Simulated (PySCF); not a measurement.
# InS⁺ at UHF-MP2

Level: UHF-MP2. basis In def2-SVPD with ECP28, S def2-SVPD; scalar-relativistic core potentials; PySCF 2.14.

```json
{
  "state": "³Σ⁻ (triplet), unpaired electrons π ↑↑",
  "bond length": "0.3226 nm",
  "harmonic wavenumber": "112 cm⁻¹",
  "force constant": "0.185 mdyn/Å",
  "rotational constant Be": "0.06476 cm⁻¹",
  "anharmonicity ωexe": "1.06 cm⁻¹",
  "vibration–rotation constant αe": "0.000692 cm⁻¹",
  "well depth De to In⁺ + S": "0.44 eV",
  "dissociation energy D0": "0.44 eV"
}
```

Correlated steps freeze 9 core orbitals. Correlated levels converge slowly with the basis: in double zeta they bind strong bonds too weakly, by up to about 1 eV, and carry superposition errors of some tenths. Spin–orbit coupling is left out, which matters for elements this heavy, above all for dissociation energies. For an ion De counts to the pair picked by the measured ionisation energies or electron affinities, which need not be the lowest pair at this level. The state was picked by a PBE0 search and need not be the measured ground state.
